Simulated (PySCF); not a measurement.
**AsO: mean field, correlation and small terms against distance**

State: ²Π, doublet, unpaired electrons π ↑. ROHF-based CCSD(T) in PySCF 2.14 with As cc-pwCVDZ-PP with ECP10, O aug-cc-pVDZ and As cc-pwCVTZ-PP with ECP10, O aug-cc-pVTZ (frozen core orbitals: 5; scalar-relativistic core potentials). Correlation energies are extrapolated as n⁻³ (n = 2, 3), Hartree–Fock as (n+1)·exp(−9√n). All energies in eV from As + O.

| R (Å) | HF/CBS | CCSD corr. | (T) | total |
| --- | --- | --- | --- | --- |
| 1.4269 | -0.302 | -2.881 | -0.3317 | -3.515 |
| 1.4918 | -0.975 | -2.981 | -0.3725 | -4.328 |
| 1.5566 | -1.218 | -3.096 | -0.4180 | -4.732 |
| 1.6215 | -1.160 | -3.221 | -0.4685 | -4.850 |
| 1.6864 | -0.893 | -3.353 | -0.5236 | -4.770 |
| 1.7674 | -0.368 | -3.523 | -0.5986 | -4.490 |
| 1.8485 | 0.284 | -3.693 | -0.6806 | -4.091 |

A fit to the total gives Re = 1.6237 Å, De = 4.850 eV, ωe = 973.5 cm⁻¹, Be = 0.4851 cm⁻¹ (masses 74.9216 and 15.9949 u).

Task: At R = 1.6215 Å the CCSD correlation energy is -0.551304 hartree in the smaller basis and -0.807295 in the larger. Extrapolate it.

Result: (3³·E3 − 2³·E2)/(3³ − 2³) = -0.91508 hartree; the larger basis holds 88.2 % of it.

The T1 diagnostic is 0.027. The state was picked by a PBE0 search and need not be the measured ground state. Spin–orbit coupling, excitations beyond (T) and corrections to the Born–Oppenheimer picture are left out.
